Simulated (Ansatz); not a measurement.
Basis-set extrapolation for `CO[B](C)[AlH2]` (PBE0-D4/def2-TZVP geometry, frozen core, Ansatz). Multiplicity 1, RHF reference.

```tsv
	def2-TZVPP	def2-QZVPP
HF	-421.945462	-421.961240
MP2 correlation	-0.766917	-0.820171
CCSD(T) correlation	-0.851222	not run
```

Energies in hartree. Use E(X) = E(∞) + A·exp(−7.88·√X) for Hartree–Fock and E(X) = E(∞) + B·X^(−2.97) for correlation, with X = 3 and 4, and add CCSD(T) minus MP2 of the smaller set to the MP2 limit.

Problem. What is the CCSD(T) energy at the basis-set limit?

Solution. HF limit: -421.961240 + (-0.015778) × 0.13774 = -421.96341. MP2 limit: -0.820171 + (-0.053254) × 0.74074 = -0.85962. Higher-order term: -0.851222 − (-0.766917) = -0.08431. Total: -422.90734 hartree, 69.4 kcal/mol below CCSD(T)/def2-TZVPP.
